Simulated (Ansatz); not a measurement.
Relaxation of Cl2H5O2PSn (11 atoms, charge 0, multiplicity 1), to a largest force component of 0.03 eV/Å in at most 50 steps.

Method: RKS PBE-D4/def2-SVP in Ansatz.

```xyz
11
Properties=species:S:1:pos:R:3
Sn -0.039 -0.041 0.140
Cl -0.565 -0.097 2.479
O 1.893 -0.018 -0.355
H 2.082 -0.912 -0.720
Cl -1.316 1.629 -0.921
O -0.569 -1.825 -0.578
H -1.388 -2.137 -0.141
P 1.676 2.936 1.421
H 2.447 1.834 0.897
H 0.864 3.056 0.230
H 0.736 2.092 2.090
```

**Question.** Where does it end, and by what steps?

**Answer.** The forces met the threshold. The force dipped under the threshold on the way, but the program's further checks kept it going. After 9 steps the energy has fallen by 0.076 eV; H11 moved furthest, 0.49 Å.

```json
{"step": "0", "energy less start (eV)": "0.0000", "largest force component (eV/Å)": "0.341", "accepted": "yes"}
{"step": "1", "energy less start (eV)": "-0.0496", "largest force component (eV/Å)": "0.131", "accepted": "yes"}
{"step": "2", "energy less start (eV)": "-0.0574", "largest force component (eV/Å)": "0.106", "accepted": "yes"}
{"step": "3", "energy less start (eV)": "-0.0692", "largest force component (eV/Å)": "0.173", "accepted": "yes"}
{"step": "4", "energy less start (eV)": "-0.0707", "largest force component (eV/Å)": "0.267", "accepted": "yes"}
{"step": "5", "energy less start (eV)": "-0.0733", "largest force component (eV/Å)": "0.098", "accepted": "yes"}
{"step": "6", "energy less start (eV)": "-0.0745", "largest force component (eV/Å)": "0.087", "accepted": "yes"}
{"step": "7", "energy less start (eV)": "-0.0752", "largest force component (eV/Å)": "0.035", "accepted": "yes"}
{"step": "8", "energy less start (eV)": "-0.0755", "largest force component (eV/Å)": "0.026", "accepted": "yes"}
{"step": "9", "energy less start (eV)": "-0.0756", "largest force component (eV/Å)": "0.022", "accepted": "yes"}
```

```xyz
11
Properties=species:S:1:pos:R:3
Sn -0.136 -0.227 0.051
Cl -0.637 -0.183 2.356
O 1.807 -0.100 -0.360
H 2.127 -1.006 -0.557
Cl -1.286 1.527 -1.006
O -0.672 -2.007 -0.670
H -1.504 -2.302 -0.248
P 1.863 3.165 1.422
H 2.402 2.007 0.755
H 0.780 3.283 0.479
H 1.076 2.359 2.321
```

Whether the end is a true minimum wasn't checked by a vibrational analysis.

Run time: 18 s on 4 threads of Arm Neoverse V2 (shared host), peak memory 0.21 GiB.
